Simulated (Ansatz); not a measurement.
CeO2, singlet, geometry from GFN2-xTB (such geometries of metal compounds can be far from the true shape) (core potentials on Ce).

Ansatz (a first-principles code) was given this input:
Ansatz 0.2 input:
```yaml
crystal:
  periodic: [false, false, false]
  atoms:
    - {symbol: Ce, position_ang: [-0.16924966, 0.08770245, -0.18012469]}
    - {symbol: O, position_ang: [1.87597302, -0.06772443, -0.41145043]}
    - {symbol: O, position_ang: [-0.64891296, -0.56811834, 1.71735447]}
basis:
  gaussian:
    orbitals: def2-SV_P_.json
hamiltonian:
  xc: pbe
```
The basis file holds def2-SV(P) in the JSON format of the Basis Set Exchange.

**Question.** What does this run give for the number of basis functions, total energy?

**Answer.** 
The number of basis functions is 97. The total energy comes out as -625.2732 Eh.

**Question.** Roughly what does it cost on one core?

**Answer.** around 13 core-seconds (rough).
